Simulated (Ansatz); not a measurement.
Wavefunction ladder for `C[Se][SiH3]`

```xyz
9

C     0.5534    0.4701    1.4294
Se    0.3480   -1.2739    0.5627
Si   -0.5293   -0.4983   -1.3776
H     1.2351    1.0973    0.8584
H     0.9751    0.2760    2.4140
H    -0.4151    0.9545    1.5374
H    -0.7753   -1.6861   -2.2317
H     0.4122    0.4318   -2.0566
H    -1.8041    0.2287   -1.1359
```

The species carries charge 0 and has multiplicity 1. Correlated methods include outer-core shells of Se, which these sets cover unevenly. Scalar relativity is left out up to krypton. The structure was optimised at the PBE0-D4/def2-TZVP level. Frozen core, restricted reference, Ansatz 0.2.0.

```csv
basis,HF (Eh),MP2 corr.,CCSD corr.,(T),CCSD(T) total
def2-SVP,-2729.73388,-0.48665,?,?,?
def2-TZVPP,-2730.18179,-0.58429,-0.62381,?,?
def2-QZVPP,-2730.24026,?,–,–,–
```

Fill in the withheld values. (An estimate is asked.)

Computed: def2-SVP CCSD corr.: -0.52757; def2-SVP (T): -0.01415; def2-SVP CCSD(T) total: -2730.27560; def2-TZVPP (T): -0.02302; def2-TZVPP CCSD(T) total: -2730.82862; def2-QZVPP MP2 corr.: -0.90854.
